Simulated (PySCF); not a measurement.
C3H7Si, SMILES [SiH]1CCC1, multiplicity 2.

Geometry: PBE0-D3(BJ)/def2-SVP. The isomer is the one that the SMILES or the coordinates give; other isomers of the formula were not compared.

Method: PySCF 2.14.0 with PBE0-D3(BJ)/def2-SVP.

Frequencies are harmonic and unscaled.

Computed harmonic wavenumbers and intensities:
| mode | ν (cm⁻¹) | IR (km/mol) | moving atoms (share of kinetic energy) |
|---|---|---|---|
| 1 | 161 | 0.2 | H 58 %, C 37 % |
| 2 | 414 | 4.8 | H 56 %, C 29 %, Si 16 % |
| 3 | 546 | 2.8 | H 94 % |
| 4 | 587 | 21.5 | H 51 %, Si 34 %, C 15 % |
| 5 | 642 | 13.6 | C 54 %, Si 24 %, H 23 % |
| 6 | 674 | 14.6 | H 58 %, C 31 %, Si 11 % |
| 7 | 787 | 50.0 | H 77 %, C 15 % |
| 8 | 804 | 8.0 | H 55 %, C 42 % |
| 9 | 895 | 24.3 | H 59 %, C 36 % |
| 10 | 932 | 9.8 | C 56 %, H 42 % |
| 11 | 968 | 6.2 | H 99 % |
| 12 | 983 | 3.2 | C 68 %, H 32 % |
| 13 | 1053 | 0.1 | H 74 %, C 26 % |
| 14 | 1136 | 11.5 | H 58 %, C 42 % |
| 15 | 1195 | 1.0 | H 71 %, C 29 % |
| 16 | 1226 | 0.0 | H 80 %, C 20 % |
| 17 | 1279 | 0.1 | H 78 %, C 22 % |
| 18 | 1410 | 8.3 | H 91 %, C 9 % |
| 19 | 1427 | 5.6 | H 92 %, C 8 % |
| 20 | 1460 | 0.6 | H 90 %, C 10 % |
| 21 | 2138 | 158.7 | H 97 % |
| 22 | 3043 | 36.3 | H 94 % |
| 23 | 3092 | 15.7 | H 94 % |
| 24 | 3092 | 3.6 | H 94 % |
| 25 | 3117 | 11.2 | H 91 %, C 9 % |
| 26 | 3169 | 6.9 | H 90 %, C 10 % |
| 27 | 3169 | 5.0 | H 90 %, C 10 % |
